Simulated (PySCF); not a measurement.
H3O4Si, SMILES [O][Si](O)(O)O, multiplicity 2. Atoms are numbered in the order given.

```xyz
8

O     -1.2008     0.8169     0.8752
Si    -0.0275     0.0143    -0.0078
O     -0.7796    -1.1113    -0.9397
O      0.8813     0.9307    -1.0275
O      0.9569    -0.5744     1.1837
H     -0.4596    -1.1874    -1.8470
H      1.4421     1.6121    -0.6393
H      0.5394    -1.1195     1.8625
```
Charge 0, spin multiplicity 2.

The structure is a stationary point at B3LYP-D3(BJ)/def2-SVP. The isomer is the one that the SMILES or the coordinates give; other isomers of the formula were not compared. The values are those of a single conformer.

These are B3LYP/pcH-1 (PySCF) values and carry that method's errors.

Unrestricted Kohn–Sham, ⟨S²⟩ = 0.753. Hyperfine tensors hold the contact and dipolar terms, without spin-orbit corrections.

Computed hyperfine couplings:
```csv
nucleus,A(iso) (MHz),A(iso) (G),dipolar principal values (MHz)
17O no. 1,-39.7,-14.2,"-266.6, 132.3, 134.3"
29Si no. 2,42.3,15.1,"-2.0, 0.5, 1.5"
17O no. 3,-2.6,-0.9,"-9.2, 4.3, 4.9"
17O no. 4,1.1,0.4,"-1.3, 0.3, 1.0"
17O no. 5,-2.7,-1.0,"-28.4, 14.0, 14.4"
1H no. 6,-1.5,-0.5,"-3.5, -1.8, 5.3"
1H no. 7,-0.2,-0.1,"-2.3, -1.9, 4.1"
1H no. 8,-4.9,-1.8,"-8.7, -0.7, 9.4"
```

### Question
And the g tensor (effective nuclear charges for spin-orbit coupling, GIAO)? (The exact figures need the calculation; the answer reports its results.)

### Answer
principal values 2.0025, 2.0120, 2.0449; isotropic 2.0198.
